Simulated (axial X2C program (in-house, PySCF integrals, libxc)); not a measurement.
## CuOH⁺: properties at the nuclei

Calculated with an axial X2C code built on PySCF integrals: two-component X2C with atomic mean-field Coulomb and Gaunt terms, Gaussian nuclei, basis Cu dyall-v3z, O dyall-av3z, H dyall-v3z with contracted cores.

Cu–O–H held linear, with bonds 1.728 and 0.968 Å (near the PBE0 minimum at charge 1 of the determinant lowest at the starting distance; the state shown can have its own minimum elsewhere, held linear; other orders of the atoms were not compared).

Determinant lowest in the PBE0 search, Ω = 3/2 (⟨Sz⟩ = 0.50, ⟨Lz⟩ = 1.00 at PBE0), spin on the atoms Cu 0.16, O 0.35, H -0.01:

| level | Eeff magnitude (GV/cm) | Ws magnitude Cu (kHz) | Ws magnitude O (kHz) | A∥/gI Cu (MHz) | qzz Cu (a.u.) | A∥/gI O (MHz) | qzz O (a.u.) | A∥/gI H (MHz) | qzz H (a.u.) |
| --- | --- | --- | --- | --- | --- | --- | --- | --- | --- |
| PBE0 | 0.0681 | 0.00103 | 0.000167 | 204 | 0.03 | 182 | 0.84 | 8.55 | 0.44 |
| HF | 0.0247 | 0.017 | 0.000409 | 10.6 | -1.17 | 279 | 0.37 | 9.46 | 0.42 |
| B3LYP | 0.0624 | 0.00192 | 0.000118 | 207 | 0.15 | 181 | 0.85 | 8.48 | 0.43 |

Determinant 0.05 eV from it at PBE0 and this distance, Ω = 1/2 (⟨Sz⟩ = -0.50, ⟨Lz⟩ = 1.00 at PBE0), spin on the atoms Cu -0.15, O -0.35, H 0.01:

| level | Eeff magnitude (GV/cm) | Ws magnitude Cu (kHz) | A∥/gI Cu (MHz) | qzz Cu (a.u.) | A∥/gI O (MHz) | qzz O (a.u.) | A∥/gI H (MHz) | qzz H (a.u.) |
| --- | --- | --- | --- | --- | --- | --- | --- | --- |
| PBE0 | 0.109 | 0.0247 | 598 | 0.04 | 678 | 0.83 | 17.2 | 0.44 |
| HF | 0.0181 | 0.0454 | 251 | -1.17 | 843 | 0.36 | 31.4 | 0.42 |
| B3LYP | 0.104 | 0.0227 | 589 | 0.16 | 683 | 0.84 | 16.9 | 0.43 |

Eeff is the effective electric field on the electron electric dipole moment in this Ω state and Ws the scalar–pseudoscalar constant of the nucleus named (defined with the proton number Z and per Ω); A∥ (defined per Ω) follows by multiplying with gI = μI/(I μN); qzz is the electric field gradient, eQq0 = 234.96 MHz × Q/barn × qzz. The operators were transformed with the bare-nucleus X2C matrices; with these basis sets, hyperfine constants and field gradients can be off by tens of per cent, and where levels differ in sign neither size nor sign is settled.

Question: With gI(17O) = -0.7575, gI(1H) = 5.5857 (g factors from the IAEA table of nuclear moments by Stone), turn the PBE0 values of the first state into constants in MHz.

Answer: A∥(17O) = 182 × -0.7575 = -138 MHz; A∥(1H) = 8.55 × 5.5857 = 47.8 MHz.

The molecule was held linear; bending was not examined, so a bent shape may lie lower.

Each state is one determinant with collinear spin. Unrestricted Hartree–Fock can overshoot spin polarisation at the nuclei. In the state Ω = 3/2 the sign of Eeff differs between levels (HF against PBE0). In the state Ω = 1/2 the sign of Eeff differs between levels (HF against PBE0). Where Eeff spreads by more than a factor of two the levels disagree and none is to be relied on. The search compared states at one distance, so a state with another bond length can lie lower. The sign of Ws at O differs between levels in the first state. The sign of Ws at Cu differs between levels in the second state. Where a field gradient or hyperfine factor spreads by more than a factor of two over the levels, a constant derived from it is not to be relied on. PBE0 term energies can be off by some tenths of an eV.
